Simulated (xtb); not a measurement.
W(NMe)(S)(OH)2 (CH₅NO₂SW), SMILES C[N]=[W]([OH])([OH])=[S], multiplicity 1. All values are semi-empirical tight-binding results from xtb (GFN2-xTB unless named), good for trends rather than for accurate numbers. Geometry: GFN2-xTB. The multiplicity is an assumed one; other spin states were not compared. One conformer was computed; it need not be the lowest.

For metal compounds this method's bond lengths and energies can be far off.

Computed properties:
```yaml
orbital_gap: 2.61 eV
zero_point_energy: 40.3 kcal/mol
G − E(el) at 298.15 K (modified RRHO): 17.0 kcal/mol
```
